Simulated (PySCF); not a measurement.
Species: C3H12BNSi.
Structure used (PBE0-D3(BJ)/def2-SVP), in Å, numbered top down from 1:
```
atom  x, y, z in Å
C1    -2.258   -0.333   -0.673
N2    -1.054    0.092    0.002
C3    -0.932    1.527    0.087
B4    -0.118   -0.822    0.504
C5     1.229   -0.420    1.211
Si6    2.591   -0.211   -0.073
H7    -3.161    0.025   -0.146
H8    -2.293   -1.428   -0.723
H9    -2.300    0.067   -1.703
H10   -0.906    1.984   -0.918
H11   -1.790    1.968    0.626
H12   -0.014    1.814    0.613
H13   -0.367   -1.997    0.323
H14    1.558   -1.224    1.889
H15    1.177    0.514    1.795
H16    2.274    0.925   -0.996
H17    3.912    0.079    0.570
H18    2.739   -1.448   -0.900
```

All values: PBE0/pcSseg-1 (PySCF, non-relativistic), on one gas-phase PBE0-D3(BJ)/def2-SVP geometry that isn't relaxed in the solvent. The solvent is an IEF-PCM continuum (Bondi radii, 1.10 Å for H, scaled by 1.2). Only the electrostatic response of the medium enters.

```csv
run,E − E(gas) (kcal/mol),HOMO (eV),HOMO–LUMO gap (eV),dipole (D)
gas,0.00,-7.16,7.49,1.96
P,-1.52,-7.02,7.36,2.41
Q,-0.68,-7.08,7.43,2.16
```

**Question.** The runs were made in cyclohexane and dichloromethane. Which run belongs to which solvent?

**Answer.** P = dichloromethane, Q = cyclohexane. The dielectric constants are 2.017 (cyclohexane), 8.93 (dichloromethane), and the energy falls further as ε rises. In this model the ground state sees the solvent through ε alone.

**Question.** How constant is the ratio of the lowering to (ε − 1)/(2ε + 1)?

**Answer.** 
| solvent | (ε − 1)/(2ε + 1) | E − E(gas) (kcal/mol) | ratio (kcal/mol) | polarisation term (kcal/mol) |
| --- | --- | --- | --- | --- |
| cyclohexane | 0.202 | -0.68 | -3.4 | -0.72 |
| dichloromethane | 0.420 | -1.52 | -3.6 | -1.72 |

The ratio changes by +6.3 % in size from cyclohexane to dichloromethane. The polarisation term is half the interaction of the solute with the induced surface charges.
